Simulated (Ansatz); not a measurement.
System: bis(ethenyl)-methylborane, C$_{5}$H$_{9}$B, charge 0, multiplicity 1. 
Coordinates optimised at B3LYP-D3(BJ)/def2-TZVP (Ansatz, an electronic-structure program):
```
B
C 1 1.5549
C 2 1.3371 1 124.16
H 3 1.0839 2 121.75 1 0.00
H 3 1.0851 4 115.79 2 180.00
H 2 1.0880 3 116.08 4 180.00
C 1 1.5592 2 120.24 6 0.00
C 7 1.3372 1 125.24 2 0.00
H 8 1.0841 7 121.90 1 0.00
H 8 1.0851 9 115.62 7 -180.00
H 7 1.0897 8 116.41 9 -180.00
C 1 1.5716 2 122.53 6 180.00
H 12 1.0896 1 116.32 2 0.00
H 12 1.0965 13 107.89 4 123.55
H 12 1.0965 13 107.89 14 112.90
```

Quantity: atomisation energy (electronic, to ground-state atoms), in kJ/mol. Cores are frozen in the correlated levels unless marked. UHF or UKS for open shells. No spin-orbit coupling. No relativistic terms. The coupled-cluster limit lacks core correlation, which all-electron functionals hold. CBS marks a two-point X^-3 extrapolation of the correlation energy; Hartree-Fock from the larger set.

The Hartree-Fock reference is unstable (checked in the largest basis), which strains HF and MP2. 

| level | program | atomisation energy (kJ/mol) |
|---|---|---|
| r2SCAN-D3(BJ)/def2-TZVPD | Ansatz + dftd3 | 6298.4 |
| B97M-V/def2-TZVPD | Ansatz | ? |
| CCSD(T)/CBS(cc-pVTZ,cc-pVQZ) | Ansatz | ? |

**Question.** Fill in the missing entries.

**Answer.** 
- B97M-V/def2-TZVPD, atomisation energy (kJ/mol): 6292.1
- CCSD(T)/CBS(cc-pVTZ,cc-pVQZ), atomisation energy (kJ/mol): 6252.4
